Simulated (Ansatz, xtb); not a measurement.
# Two isomers of C5H7FNO+

Structure a: `FCC[n+]1ccoc1`, a singlet. Structure b: `Cc1coc(F)[n+]1C`, a singlet. Both are isolated ions in the gas phase, relaxed with B3LYP/def2-SVP; each stands in its lowest conformer found.

Which of the two would you expect CCSD(T)/def2-SVP + ΔMP2/def2-TZVPP electronic energies to favour?

Structure b; the calculation gives E(b) − E(a) = −1.59 kcal/mol.

How the difference moves with the method:

```tsv
level	geometry	E(b) − E(a) (kcal/mol)	departure from the last row (kcal/mol)	job, with rough time for the two
GFN2-xTB	GFN2-xTB	−3.47	−1.88	optimisation, 0.14 s
HF/STO-3G	GFN2-xTB	−14.32	−12.73	single point, 0.4 s
r2SCAN-D4/def2-SVP	GFN2-xTB	−6.72	−5.14	single point, 3.9 s
B3LYP/def2-SVP	B3LYP/def2-SVP	−4.34	−2.75	optimisation, 46 s
HF/def2-SVP	B3LYP/def2-SVP	−2.80	−1.21	part of the CCSD(T) run
MP2/def2-SVP	B3LYP/def2-SVP	−3.75	−2.16	part of the CCSD(T) run
CCSD(T)/def2-SVP	B3LYP/def2-SVP	−3.23	−1.64	single point
CCSD(T)/def2-SVP + ΔMP2/def2-TZVPP	B3LYP/def2-SVP	−1.59		single point, 1.7 min
```

As drawn, both hold the same kinds of bond in the same numbers. Structure a has 0 methyl groups, b 2.

The levels shown agree on the order. The largest departure from CCSD(T)/def2-SVP + ΔMP2/def2-TZVPP is that of HF/STO-3G, 12.73 kcal/mol. The last row adds to CCSD(T) the change of the MP2 difference between the two basis sets, here +1.64 kcal/mol.

With thermal terms from frequencies at re-optimised GFN2-xTB minima (ideal gas, soft modes damped towards free rotors, one conformer each, 298.15 K, 1 atm): on the last row, ΔE + ΔZPE = −2.15, ΔH = −1.69, ΔG = −2.27 kcal/mol.

The correlated steps freeze 8 core orbitals. Run with Ansatz 0.2.0, xtb 6.7.1; the last row on 4 threads of Arm Neoverse V1 on a shared host.
